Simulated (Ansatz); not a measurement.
Problem. Name a neutral molecule of Al, B, Cl, F, N, Si and H with zero-point energy (PBE0-D4/def2-TZVP) between 152 and 168 kJ/mol and HOMO energy (ωB97M-V/def2-TZVPP) between -10.00 and -9.70 eV (Ansatz, PBE0-D4/def2-TZVP geometry).

Solution. `B[NH][AlH][SiH](F)Cl` (155.6 kJ/mol, -9.83 eV). Other molecules can fit too; these were computed, each in one conformer that needn't be the lowest.
